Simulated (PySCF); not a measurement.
Computed shifts of a molecule CH7Cl2NSi2, PySCF with PBE/pcSseg-1, GIAO, gas phase, equivalent atoms averaged, in ppm (number of nuclei): ¹³C: 38.1 (1). ¹⁵N: 61.3 (1). ²⁹Si: -8.1 (1), -31.6 (1). ¹H: 6.06 (1), 5.81 (1), 5.56 (1), 3.42 (3), 1.98 (1). References: ¹³C against TMS (σ = 182.0 ppm); ¹⁵N against NH3 (σ = 267.0 ppm); ²⁹Si against TMS (σ = 335.4 ppm); ³⁵Cl against HCl (σ = 936.5 ppm); ¹H against TMS (σ = 31.49 ppm), references at their B3LYP-D3(BJ)/def2-TZVP geometries, non-relativistic (without spin–orbit terms, shifts of atoms bonded to Cl or Br come out too high). Geometry optimised at PBE-D3(BJ)/def2-SVP. Other conformers were not sampled.

Pick the molecule that these values belong to.
(A) C[Si@@](N)(Cl)[SiH2]Cl
(B) CN[Si@H](Cl)[SiH2]Cl
(C) CN[Si]([SiH3])(Cl)Cl
(D) C[Si@@H](Cl)[Si@@H](N)Cl

B, CN[Si@H](Cl)[SiH2]Cl
